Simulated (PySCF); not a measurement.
Delta-SCF ions had no search for a lower state. Excitations are Tamm–Dancoff values on a coarser integration grid. The basis has no diffuse functions, so Rydberg states are missing or too high.

## C2H12OSi3, SMILES `COC([SiH3])([SiH3])[SiH3]` (C–O–C–Si torsion 64°) (charge 0, multiplicity 1)

Method: PBE0-D4/def2-TZVP // PBE0-D4/def2-SVP run with PySCF 2.14.0.

HOMO: -7.21 eV
dipole moment: 1.05 D
HOMO–LUMO gap: 7.21 eV
LUMO: -0.01 eV
S1 excitation (TDA): 5.87 eV
S1 oscillator strength: 0.030
T1 excitation (TDA): 5.42 eV
S1–T1 gap (TDA): 0.45 eV
vertical ionisation energy (Delta-SCF): 8.97 eV
total energy: -27936.17 eV
cost: around 7 core-minutes (rough)

```xyz
18

C      2.2203    -0.2663     0.1458
O      1.1729     0.6046     0.4564
C     -0.1450     0.1913     0.0790
Si    -0.3759     0.0325    -1.8148
Si    -1.2053     1.6552     0.6899
Si    -0.7304    -1.3916     0.9828
H      3.1488     0.2015     0.5016
H      2.3144    -0.4436    -0.9431
H      2.1136    -1.2505     0.6418
H      0.2963    -1.1811    -2.3750
H     -1.8388    -0.0796    -2.0991
H      0.1802     1.2431    -2.4920
H     -2.6467     1.4079     0.3813
H     -0.7601     2.9052     0.0058
H     -1.0337     1.8059     2.1652
H     -0.0636    -2.6273     0.4658
H     -2.2016    -1.5371     0.7641
H     -0.4454    -1.2700     2.4447
```
